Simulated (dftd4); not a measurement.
CHO2 (SMILES O=C=[OH+]), charge +1, singlet, at a GFN2-xTB geometry; dftd4 with D4 for pbe.

Here is a job for dftd4.
```
$ dftd4 mol.xyz --func pbe --charge 1 --json dftd4.json --noedisp

# file mol.xyz
4

C     -0.00695796     0.00985104    -0.11037218
O     -0.02341240    -0.02147629     1.07634088
O      0.09771270    -0.03387449    -1.21876599
H     -0.55265466     0.38369998     1.80163397
```

Problem. What does dftd4 print? Leave out banner, timings and long lists.

Solution. 
```
                    ____  _____ _____     ____  _  _
      -------------|  _ \|  ___|_   _|---|  _ \| || |------------
     |             | | | | |_    | | ___ | | | | || |_           |
     |             | |_| |  _|   | ||___|| |_| |__   _|          |
     |             |____/|_|     |_|     |____/   |_|            |
     |             ===================================           |
     |            E. Caldeweyher, S. Ehlert & S. Grimme          |
     |          Mulliken Center for Theoretical Chemistry        |
     |                    University of Bonn                     |
      -----------------------------------------------------------

Rational (Becke-Johnson) damping: pbe-D4-ATM
---------------------
  s6         1.0000
  s8         0.9595
  s9         1.0000
  a1         0.3857
  a2         4.8069
 alp        16.0000
--------------------

Dispersion energy:      -9.6691100055741E-04 Eh

[Info] JSON dump of results written to 'dftd4.json'
```
